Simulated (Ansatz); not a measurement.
A calculation with Ansatz (development build ahead of 0.2.0).

```yaml
crystal:
  periodic: [false, false, false]
  atoms:
    - { symbol: "N", position_ang: [0.0, 0.0, 0.0] }
basis:
  gaussian: { orbitals: cc-pVDZ }
magnetization:
  spin_polarized: true
  initial_magnetization: 3
hamiltonian:
  xc: hf
```

The input is written out in the form of the current development build from the run's settings.

The run gave:

```
Converged                       : yes
Total energy                    : -54.39111 hartree
Spin squared of the determinant : 3.754
```
